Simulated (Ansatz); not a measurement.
Ansatz (a program for electronic structure) input:

Ansatz 0.2 input:
```yaml
crystal:
  periodic: [false, false, false]
  atoms:
    - {symbol: C, position_ang: [-1.70345816, -0.82158574, -0.42605077]}
    - {symbol: C, position_ang: [-0.57951860, 0.05057871, 0.16201849]}
    - {symbol: C, position_ang: [-0.52169045, 1.42769907, -0.49865260]}
    - {symbol: C, position_ang: [0.69230231, -0.73077476, -0.00652922]}
    - {symbol: O, position_ang: [1.86069893, 0.06915361, 0.67621405]}
    - {symbol: H, position_ang: [-2.65467468, -0.30859008, -0.29303817]}
    - {symbol: H, position_ang: [-1.77366522, -1.79206422, 0.06621758]}
    - {symbol: H, position_ang: [-1.55782401, -0.98073214, -1.49585457]}
    - {symbol: H, position_ang: [-0.77544493, 0.15857401, 1.23661376]}
    - {symbol: H, position_ang: [-0.35550657, 1.33457491, -1.57377631]}
    - {symbol: H, position_ang: [0.26553022, 2.06089505, -0.08740342]}
    - {symbol: H, position_ang: [-1.46813513, 1.94616339, -0.35210667]}
    - {symbol: H, position_ang: [0.69901426, -1.69909476, 0.48738837]}
    - {symbol: H, position_ang: [1.04608912, -0.78957378, -1.03264474]}
    - {symbol: H, position_ang: [2.72140072, -0.38873599, 0.66588578]}
    - {symbol: H, position_ang: [1.64181404, 0.34985113, 1.58429050]}
basis:
  gaussian:
    orbitals: aug-cc-pVDZ
total_charge: 1
magnetization: {spin_polarized: false}
correlation: {method: ccsd_t, electrons: outside_noble_gas}
output: {forces: true}
```

Task: What final total energy does it print?

Result: -233.38898 Eh (CCSD(T)/aug-cc-pVDZ). The basis has 214 functions.

It need not be the lowest isomer of its formula.
